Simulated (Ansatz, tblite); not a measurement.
Removing and adding an electron: WS2(NH2)2 (WS2N2H4). Total charge 0; singlet. Geometry: PBE-D4/def2-SVP. Ansatz, gas phase; energy differences of separate SCF runs; the oxidised species was run as a doublet alone; the reduced species was run as a doublet alone.

```csv
atom,x (Å),y (Å),z (Å)
W1,0.048,0.538,-0.305
S2,1.129,0.739,-2.162
S3,-0.850,2.370,0.397
N4,1.306,-0.067,1.053
H5,1.206,0.120,2.055
H6,2.131,-0.642,0.860
N7,-1.379,-0.757,-0.585
H8,-1.333,-1.531,-1.254
H9,-2.258,-0.769,-0.058
```

In the def2 sets W takes a core potential; there is no spin–orbit coupling. The xTB rows come from tblite. HOMO above LUMO, or a gap near zero within one spin, warns that the state may not be the lowest or that an electron is smeared out.

```
               level  −HOMO (eV)  vertical IE (eV)  −LUMO (eV)  vertical EA (eV)  HOMO–LUMO gap (eV)  IE − EA (eV)                                     remarks
            GFN1-xTB       10.41             13.38        7.60              4.72                2.82          8.66                                           –
            GFN2-xTB       10.20             13.06        8.21              5.72                1.99          7.34                                           –
    PBE-D4/def2-TZVP        5.93              8.60        3.23                 –                2.70             –  gap within one spin near zero (+1 doublet)
   PBE-D4/def2-TZVPD        6.00                 –        3.32              0.83                2.69             –                HOMO above zero (-1 doublet)
 r2SCAN-D4/def2-TZVP        6.21              8.77        3.22                 –                2.99             –                                           –
r2SCAN-D4/def2-TZVPD        6.25                 –        3.27              0.91                2.98             –                HOMO above zero (-1 doublet)
   PBE0-D4/def2-TZVP        7.05              8.87        2.58                 –                4.46             –                                           –
  PBE0-D4/def2-TZVPD        7.09                 –        2.65              1.08                4.45             –                HOMO above zero (-1 doublet)
```

   A HOMO above zero means that the electron is unbound at that level or that self-interaction error raises the level; the energy of removing that electron tells which. Raw xTB energy differences between charge states are shifted by several eV; the methods need an empirical correction for them.
